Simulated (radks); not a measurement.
Valence configurations of B (all share [He]). All-electron calculation, scalar-relativistic Kohn-Sham, SCAN, spin-unpolarised, spherical densities, finite nucleus; meta-GGA in the generalised Kohn-Sham scheme; Fermi nuclear charge, rms radius 2.406 fm. Program: a radial shooting solver on a logarithmic mesh with Libxc functionals. Energies are relative to 2s2 2p1; eigenvalues in eV.

valence      E (eV)   e(2p)    e(2s)
2s2 2p1       0.000  -3.449   -9.886
2s1.5 2p1.5   3.225  -3.729  -10.205
2s1 2p2       6.456  -3.999  -10.401
2p3          12.621  -4.465        -

NIST lists [He] 2s2 2p1 as the ground configuration; this level of theory agrees among the configurations tried. The energies are those of spherical spin-averaged densities, not of single terms.
